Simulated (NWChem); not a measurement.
Species: C₂H₆F₂Si; SMILES FC(F)C[SiH3]

```xyz
11

F      0.3689     1.3314    -1.0917
C     -0.4117     1.1469     0.0000
F      0.3689     1.3314     1.0917
C     -0.9920    -0.2428     0.0000
Si     0.2809    -1.6551     0.0000
H     -1.1789     1.9425     0.0000
H     -1.6392    -0.3552     0.8847
H     -1.6392    -0.3552    -0.8847
H      1.1392    -1.6039    -1.2185
H     -0.4824    -2.9403     0.0000
H      1.1392    -1.6039     1.2185
```
Atoms are numbered in this order, from 1.

All runs: NWChem. Pople sets run with spherical d functions. STO-3G and 3-21G are far too small for this property and stand as cheap habits. All runs use the structure optimised with PBE0/def2-SVP. B3LYP is NWChem's, with the RPA form of VWN correlation. GIAO values for the isolated, static molecule; σ is the absolute isotropic shielding, δ = σ(reference) − σ with the isolated reference molecule computed at the same levels (13C: tetramethylsilane, 19F: trichlorofluoromethane, 1H: tetramethylsilane, 29Si: tetramethylsilane).

For level B3LYP/6-31G*:

| Property | Value |
|---|---|
| δ F1 (ppm) | -122.8 |
| δ C2 (ppm) | 109.2 |
| δ C4 (ppm) | 17.6 |
| δ Si5 (ppm) | -45.7 |
| δ H6 (ppm) | 6.14 |
| δ H7 (ppm) | 0.91 |
| δ H9 (rotor mean) (ppm) | 4.03 |

Problem. Estimate the same quantities for level Hartree-Fock/STO-3G.

Solution. The δ F1 (ppm) is -73.5, the δ C2 (ppm) is 81.0 and the δ C4 (ppm) comes out as 6.7. The δ Si5 (ppm) is -58.3 and the δ H6 (ppm) is 2.62. The δ H7 (ppm) comes out as 0.35 and the δ H9 (rotor mean) (ppm) is 1.62.
